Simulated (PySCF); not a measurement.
PBE0 on Al⁻ (aluminium, charge -1), [Ne] 3s2 3p2, high-spin 3P determinant. Computed with PySCF 2.14 in dyall-av3z, with scalar relativity by spin-free X2C-1e.

```
cycle= 1 E= -242.71665421942  delta_E= -0.00596  |g|= 0.0129  |ddm|= 0.122
cycle= 2 E= -242.716831293913  delta_E= -0.000177  |g|= 0.00636  |ddm|= 0.0679
cycle= 3 E= -242.716904459506  delta_E= -7.32e-05  |g|= 0.00344  |ddm|= 0.0276
cycle= 4 E= -242.716916056756  delta_E= -1.16e-05  |g|= 0.000689  |ddm|= 0.00787
cycle= 5 E= -242.716916787096  delta_E= -7.3e-07  |g|= 9.97e-05  |ddm|= 0.00261
cycle= 6 E= -242.716916814533  delta_E= -2.74e-08  |g|= 1.1e-05  |ddm|= 0.00045
cycle= 7 E= -242.71691681471  delta_E= -1.77e-10  |g|= 1.84e-06  |ddm|= 4.01e-05
converged SCF energy = -242.71691681471  <S^2> = 2.0054511  2S+1 = 3.0036319
```

Highest occupied orbital energy: 0.765 eV; ⟨L²⟩ = 2.02; populations by l: s 6.00, p 8.00, d 0.00, f 0.00.

(1) Can this result be used?

Results:

(1) With care. The run converged. At PBE0 the highest occupied level has a positive energy, so only the finite basis holds that electron; in a semilocal or global hybrid functional this comes from self-interaction and does not mean that the real anion is unbound.
